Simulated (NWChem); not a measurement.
Species: GeNH2Br, singlet; SMILES [NH2][Ge][Br]

Program: NWChem. Low-valent species are run as closed-shell singlets; no triplet was tried in these runs. Coordinates come from a PBE0/def2-SVP optimisation. One conformer.

Diagonal of the polarisability tensor at CAM-B3LYP/def2-SVPD, static: 61.75, 83.27, 48.95 bohr³.

Find the mean polarisability volume, the molar refraction, and the refractive index that an ideal gas of it would have at 273.15 K and 1 atm.


1. Mean: one third of the trace = 64.66 bohr³ × 0.14818 Å³/bohr³ = 9.58 Å³.
2. Molar refraction (Lorentz-Lorenz): (4π/3) N_A α = 24.2 cm³/mol.
3. Number density p/kT = 2.687 × 10⁻⁵ Å⁻³; n − 1 = 2π N α = 16.17 × 10⁻⁴.
4. These hold the electronic response alone: vibrational and orientational terms add to the static dielectric constant.
